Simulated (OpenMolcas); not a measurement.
## Predicting a hybrid from its neighbours: CH6O3Sn

CH6O3Sn: 11 atoms, total charge 0, spin state singlet. SMILES: `C[Sn](O)(O)O`. The shape is that of a PBE0-D4/def2-TZVP optimisation. This is one conformer, not always the lowest.

The vertical energy of the triplet above the singlet y, in eV, basis def2-SVP with a core potential; a is the functional's share of exact exchange. Programs: OpenMolcas 26.06.

| functional | program | a | y (eV) |
| --- | --- | --- | --- |
| revPBE | OpenMolcas | 0 | 5.00 |
| BLYP | OpenMolcas | 0 | 4.86 |
| B3LYP | OpenMolcas | 0.2 | 5.53 |
| PBE0 | OpenMolcas | 0.25 | ? |
| BHLYP | OpenMolcas | 0.5 | 6.42 |

Question: Fit y = c + s·a to the known rows and predict PBE0.

Answer: 
1. Means of the 4 rows: a = 0.1750, y = 5.453.
2. Σ(Δa)² = 0.1675, Σ(Δa·Δy) = 0.49925, so the slope is 0.49925/0.1675 = 2.9806.
3. Intercept: 5.453 − (2.9806) × 0.1750 = 4.931. The largest residual of the fit is 0.071.
4. PBE0: 4.931 + (2.9806) × 0.25 = 5.68 eV.

The run gave 5.79 eV, so the prediction is off by -0.11 eV, more than the scatter of the fit. The rows mix families of semi-local functionals, which the line can't see. Spin-orbit coupling is left out.
